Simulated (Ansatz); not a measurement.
dichloromethane (CH₂Cl₂), singlet, at a GFN2-xTB geometry. Base run: Ansatz (a quantum-chemistry and plane-wave program) with B3LYP/6-311G**.

The Ansatz input:
Ansatz 0.2 input:
```yaml
crystal:
  periodic: [false, false, false]
  atoms:
    - {symbol: C, position_ang: [-0.01277935, 0.00575548, 0.78091376]}
    - {symbol: Cl, position_ang: [0.02591339, 1.46008427, -0.22991785]}
    - {symbol: Cl, position_ang: [-0.01872900, -1.46331993, -0.20910236]}
    - {symbol: H, position_ang: [-0.92568470, 0.02391950, 1.37405321]}
    - {symbol: H, position_ang: [0.88022607, -0.00344613, 1.40380793]}
basis:
  gaussian:
    orbitals: 6-311G__.json
hamiltonian:
  xc: b3lyp
```
The basis file holds 6-311G** in the JSON format of the Basis Set Exchange.

The base run was repeated with changes; each row names its change, and settings that it needs were set with it.

```csv
change,E (Eh)
base,-959.76697
functional = cam_b3lyp,-959.73909
functional = blyp,-959.71098
functional = blyp; dispersion = d3bj,-959.71908
functional = wB97X-V,-959.58529
functional = r2scan,-959.64550
functional = wB97M-V,-959.66684
functional = wB97X,-959.71929
functional = BHLYP,-959.70561
functional = PBE-QIDH,-959.16161
functional = revpbe,-959.55735
functional = PBE0-DH,-959.33189
functional = pbe,-959.30718
```

Absolute energies of different levels of theory aren't comparable as measures of quality.
